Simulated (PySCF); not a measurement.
C9H16O.
Numbering: `[CH3:1][CH2:2][C:3](=[O:4])[CH2:5][CH:6]1[CH2:7][CH2:8][CH2:9][CH2:10]1`

Probes without a nucleus sit at each ring's centroid and 1 Å off its mean plane on both sides; NICS is minus the shielding there, NICSzz its component along the normal. Level: GIAO PBE0/pcSseg-1 (PySCF, non-relativistic, gas phase) on the GFN2-xTB geometry, one conformer.

Ring bond lengths (Å), with Mayer bond orders in brackets: C6–C7 1.529 (1.00), C7–C8 1.533 (1.05), C8–C9 1.542 (1.02), C9–C10 1.532 (1.05), C10–C6 1.529 (1.01).

Task: What do the NICS probes read (ppm)?

Result: 
| ring | type | NICS(0) | NICS(1), two faces | NICS(1)zz, two faces | rms pucker (Å) | centre to ring atoms, mean (Å) |
| --- | --- | --- | --- | --- | --- | --- |
| C6–C7–C8–C9–C10 | 5-membered carbocycle; formal bonds all single | -5.4 | -3.8 / -4.1 | -3.6 / -3.6 | 0.18 | 1.28 |

Task: What do they say, and how far can they be read as aromaticity?

Result: 
- C6–C7–C8–C9–C10: mean NICS(1)zz -3.6 ppm, shielded. C6, C7, C8, C9, C10 have four or more neighbours; no verdict on aromaticity is drawn.

Task: How shielded are the nuclei of the rings and their hydrogens (means over atoms taken as equivalent)?

Result: 
```
       atoms         environment  σ isotropic (ppm)  principal values of the symmetric part, first atom (ppm)
          C6       sp3 CH carbon              147.7                                       122.8, 156.9, 163.3
     C7 (×2)     ring CH2 carbon              150.7                                       125.1, 153.6, 174.5
     C8 (×2)     ring CH2 carbon              160.7                                       129.4, 174.5, 177.6
     H on C6    methine hydrogen              29.56                                          25.8, 28.6, 34.3
H on C7 (×2)  methylene hydrogen              29.74                                          23.8, 29.4, 35.0
H on C7 (×2)  methylene hydrogen              30.96                                          25.9, 31.2, 36.5
H on C8 (×2)  methylene hydrogen              29.97                                          24.6, 28.0, 37.2
H on C8 (×2)  methylene hydrogen              29.97                                          24.9, 27.7, 37.4
```

The run took 61 s of wall time on one thread of an x86-64 server, on a shared host. This is the whole shielding run at PBE0/pcSseg-1, SCF included.
